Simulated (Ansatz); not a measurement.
Consider the atomization: `C[O][Al]([SH])[SH]` → Al• + C• + 5 H• + O• + 2 S•.

Gas-phase electronic energies from Ansatz, PBE0-D4/def2-TZVP geometries. CCSD(T)/CBS adds triple-zeta CCSD(T) − MP2 to the extrapolated MP2 energy (def2 sets, frozen cores). This one scheme is used for every species, atoms too. Functionals use def2-TZVPP. No spin–orbit coupling; open shells (•) take unrestricted orbitals. Spin–orbit coupling would lower the free atoms: a little for Al, C, O, S. Each species was taken in one conformer, which may not be the lowest.

CCSD(T)/CBS gives +3523.4 kJ/mol.

(1) Another level gave +3533.3 kJ/mol. Which?
A. ωB97M-V/def2-TZVPP
B. MP2/def2-TZVPP
C. PBE-D4/def2-TZVPP
D. SCS-MP2/def2-TZVPP

Largest T1 diagnostic among the species: 0.018.

Answers

(1) A. ωB97M-V 3533.3, PBE-D4 3558.0, SCS-MP2/def2-TZVPP 3460.4, MP2/def2-TZVPP 3482.9 kJ/mol.

The D4 term adds +37.2 kJ/mol with B3LYP and +19.9 kJ/mol with PBE0; it sums over pairs of atoms, weighted by their polarisabilities, and B3LYP, whose exchange is more repulsive, gets the larger term. In def2-TZVPP, CCSD(T) changes the Hartree–Fock value by +879.5 kJ/mol (the triples alone add +56.3 kJ/mol) and MP2 by +944.1 kJ/mol; breaking electron pairs costs correlation energy, which Hartree–Fock lacks. From PBE to PBE0 (25 % exact exchange), in def2-TZVPP and without D4, ΔE moves by −55.2 kJ/mol: exact exchange takes away binding that semilocal exchange gives to molecules.

B3LYP here is the variant with VWN-RPA as its local correlation; programs differ in this.

For atomizations the MP2-based limit and the directly extrapolated one differ by several kJ/mol either way, and by 10 to 25 for some Ge, Se and Sn compounds, so smaller differences from it don't rank the levels.
